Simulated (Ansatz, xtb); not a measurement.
Two isomers of C5H7PSi

Structure a is `[SiH3]C1=CC=CC=P1`, a singlet and structure b is `[SiH3]C1=CC=PC=C1`, a singlet. Both are isolated molecules in the gas phase, relaxed with PBE0-D3(BJ)/def2-SVP.

Quicker runs give these differences E(b) − E(a): GFN2-xTB −6.31 kJ/mol; HF/STO-3G −6.71 kJ/mol (at GFN2-xTB geometries); r2SCAN-D4/def2-SVP +6.05 kJ/mol (at GFN2-xTB geometries).

Question: Estimate E(b) − E(a) at the level CCSD(T)/def2-SVP + ΔMP2/def2-TZVPP.

Answer: Calculated at CCSD(T)/def2-SVP + ΔMP2/def2-TZVPP: E(b) − E(a) = +5.19 kJ/mol, so structure a lies lower.

The same difference at several levels:

```
                             level              geometry  E(b) − E(a) (kJ/mol)  departure from the last row (kJ/mol)  job, with rough time for the two
                          GFN2-xTB              GFN2-xTB                   −6.31                                −11.51              optimisation, 0.18 s
                         HF/STO-3G              GFN2-xTB                   −6.71                                −11.91              single point, 0.76 s
                r2SCAN-D4/def2-SVP              GFN2-xTB                   +6.05                                 +0.86               single point, 5.6 s
              PBE0-D3(BJ)/def2-SVP  PBE0-D3(BJ)/def2-SVP                   +5.78                                 +0.59                optimisation, 45 s
                       HF/def2-SVP  PBE0-D3(BJ)/def2-SVP                   +5.23                                 +0.03           part of the CCSD(T) run
                      MP2/def2-SVP  PBE0-D3(BJ)/def2-SVP                   +6.11                                 +0.92           part of the CCSD(T) run
                  CCSD(T)/def2-SVP  PBE0-D3(BJ)/def2-SVP                   +5.02                                 −0.18                      single point
CCSD(T)/def2-SVP + ΔMP2/def2-TZVPP  PBE0-D3(BJ)/def2-SVP                   +5.19                                                      single point, 86 s
```

As drawn, both hold the same kinds of bond in the same numbers.

GFN2-xTB, HF/STO-3G put the two in the other order. The largest departure from CCSD(T)/def2-SVP + ΔMP2/def2-TZVPP is that of HF/STO-3G, 11.91 kJ/mol. A small imaginary or near-zero mode remains, so no thermal terms are given. The last row adds to CCSD(T) the change of the MP2 difference between the two basis sets, here +0.18 kJ/mol.

The correlated steps freeze 15 core orbitals. Programs: Ansatz 0.2.0, xtb 6.7.1; the last row on 2 threads of Intel(R) Xeon(R) Platinum 8375C CPU @ 2.90GHz (Ice Lake) on a shared host.
